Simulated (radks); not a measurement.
Results of a calculation; reference values are marked as such.
The platinum ion Pt53+, configuration [Ar] 3d7. Code: a radial shooting solver on a logarithmic mesh with Libxc functionals. Model: scalar-relativistic Kohn-Sham, BLYP, spin-polarised, spherical densities, finite nucleus; open shells are filled with parallel spins first (spin-orbit coupling, left out, can overturn this in heavy ions); Fermi nuclear charge, rms radius 5.427 fm.

Unscreened Slater integrals over Kohn-Sham orbitals (eV). They are taken over the spin-up orbitals.

\begin{tabular}{lr}
integral & value \\ \hline
F0(3d,3d) & 152.76 \\
F2(3d,3d) & 78.681 \\
F4(3d,3d) & 50.829 \\
F0(3d,3p) & 142.06 \\
F2(3d,3p) & 68.272 \\
G1(3d,3p) & 73.249 \\
G3(3d,3p) & 48.902 \\
F0(3d,3s) & 141.66 \\
G2(3d,3s) & 57.396 \\
F0(3p,3p) & 135.89 \\
F2(3p,3p) & 67.990 \\
F0(3p,3s) & 135.34 \\
G1(3p,3s) & 88.234 \\
F0(3s,3s) & 135.09 \\
\end{tabular}

Derived for the open shells (J is the average intra-shell exchange parameter used in DFT+U). 3d: Racah B = F2/49 - 5 F4/441 = 1.029 eV, C = 35 F4/441 = 4.034 eV, C/B = 3.92, F4/F2 = 0.646, J = (F2 + F4)/14 = 9.251 eV.
